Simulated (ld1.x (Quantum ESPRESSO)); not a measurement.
**Before and after: TM potential for tellurium (Te)**

Te (Z = 52), norm-conserving Troullier–Martins (Kleinman–Bylander form), made with ld1.x (Quantum ESPRESSO) 7.5 (LDA (PZ), scalar-relativistic). Core [Kr] 4d10, reference 5s1.75 5p4.25. Waves: 5s (bound): rc 1.85 bohr; 5p (bound): rc 1.70 bohr. Local part: all-electron potential smoothed inside 1.75 bohr (lloc = -2). Core correction: a·sin(br)/r model core, default radius (core density twice the valence density).

All-electron outer shells of the reference configuration (LDA (PZ), scalar-relativistic, ld1.x):

```tsv
shell	level (eV)	outermost node (bohr)	outermost maximum (bohr)
4p	-114.54	0.38	0.74
4d	-42.03	0.36	0.81
5s	-15.56	0.91	1.77
5p	-6.26	1.00	2.14
```

Change: wave 5s (bound): rc 1.85 bohr becomes 5s (bound): rc 2.78 bohr.

Cutoffs: the cutoffs (Ry, on a coarse ladder) from which the occupation-weighted sum of valence levels, in a spherical-Bessel basis at the reference potential, stays within 10 and 1 mRy of its value at 400 Ry; they do not see the model core or the augmentation charge, which bear on the density cutoff. Errors are all-electron minus pseudo energies relative to the spin-unpolarised reference configuration.

**Question.** Predict the effect on cutoff, ghosts and configuration errors.

**Answer.** The potential gets neither clearly harder nor softer (40 Ry and 70 Ry → 40 Ry and 70 Ry); both files keep a bound ghost (d); of the 9 tests that both files solve, the error grows in 6 and shrinks in 3 by more than 15 % and 0.3 meV (median size 1.1 → 2.1 meV).

```tsv
quantity	base	changed
cutoff, loose	40 Ry	40 Ry
cutoff, tight	70 Ry	70 Ry
loose cutoff by channel (10 mRy a level)	s 15 Ry, p 30 Ry	s 8 Ry, p 30 Ry
bound ghosts	d	d
error for 5s2 5p4, meV [ΔE -2.32 eV]	0.0	-1.8
error for 5s2 5p3, meV [ΔE 7.60 eV]	-1.0	+0.1
error for 5s2 5p2, meV [ΔE 25.77 eV]	-7.3	+14
error for 5s2 5p3.5, meV [ΔE 1.67 eV]	-0.7	-2.1
error for 5s2 5p4.3, meV [ΔE -3.83 eV]	+0.6	-0.9
error for 5s1 5p5, meV [ΔE 7.03 eV]	-1.7	-20
error for 5s2 5p0, meV [ΔE 89.91 eV]	-184	+47
error for 5s1.75 5p4.25 (spin-polarised), meV [ΔE -0.49 eV]	+2.0	-0.1
error for 5s2 5p4 (spin-polarised), meV [ΔE -2.80 eV]	+1.1	+2.7
```

 A true bound ghost makes a file unfit for plane-wave use even where its test errors are small: the radial tests pick states by their node count and pass the ghost by.
